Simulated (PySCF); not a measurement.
Compound: C₄H₁₁NO₂Si₂.
Numbering: `[CH2:1]=[N:2][CH2:3][SiH2:4][Si@@H:5]([OH:6])[C:7]([CH3:8])=[O:9]` (hydrogens: H10, H11 on C1; H12, H13 on C3; H14, H15 on Si4; H16 on Si5; H17 on O6; H18, H19, H20 on C8)

Geometry (GFN2-xTB, Å), atoms numbered from 1 in this order:
```
atom  x, y, z in Å
C1     2.2269    1.8735    0.6952
N2     1.1883    1.1833    0.8285
C3     1.1659    0.0479    1.6758
Si4    1.0756   -1.5054    0.5357
Si5   -0.7259   -1.3738   -0.8981
O6    -1.5090   -2.7947   -0.7764
C7    -2.0413   -0.0381   -0.4370
C8    -1.7070    1.4112   -0.5894
O9    -3.1138   -0.4307   -0.0198
H10    3.1592    1.6904    1.2392
H11    2.2089    2.7070    0.0090
H12    0.2577    0.0970    2.2798
H13    2.0342   -0.0074    2.3469
H14    2.3582   -1.5482   -0.1860
H15    1.1018   -2.6469    1.4644
H16   -0.4132   -1.1430   -2.3183
H17   -2.4574   -2.7875   -0.6438
H18   -1.5117    1.6138   -1.6402
H19   -0.7861    1.6159   -0.0426
H20   -2.5163    2.0464   -0.2361
```

Computed at PBE0/pcSseg-1 (PySCF, non-relativistic), with Q(14N) = 0.02044 b, Q(17O) = −0.0256 b: N2, 14N (I = 1): χzz = -5.434 MHz, η = 0.457; O6, 17O (I = 5/2): χzz = -9.059 MHz, η = 0.503; O9, 17O (I = 5/2): χzz = 11.86 MHz, η = 0.532.

Find the zero-field quadrupole resonance frequencies of 14N at N2.

From ν± = (3/4)|χ|(1 ± η/3) and ν0 = |χ|η/2: ν+ 4.697 MHz, ν− 3.454 MHz, ν0 1.243 MHz (imine nitrogen).

Find the zero-field quadrupole resonance frequencies of 17O at O6.

From the eigenvalues of H = χ/[4I(2I − 1)] × [3Iz² − I(I + 1) + η(Ix² − Iy²)], steps between neighbouring levels, labelled as for η = 0: ±1/2↔±3/2 1.691 MHz, ±3/2↔±5/2 2.600 MHz (silanol oxygen).

Find the zero-field quadrupole resonance frequencies of 17O at O9.

From the eigenvalues of H = χ/[4I(2I − 1)] × [3Iz² − I(I + 1) + η(Ix² − Iy²)], steps between neighbouring levels, labelled as for η = 0: ±1/2↔±3/2 2.259 MHz, ±3/2↔±5/2 3.388 MHz (carbonyl oxygen).

In a crystal, neighbours and librations shift these lines. Isolated species at its GFN2-xTB geometry (one conformer only). GFN2-xTB bond lengths can be off by several hundredths of an ångström, more for odd bonds, and the gradients follow them. With so small a basis the couplings can be 20 % off.
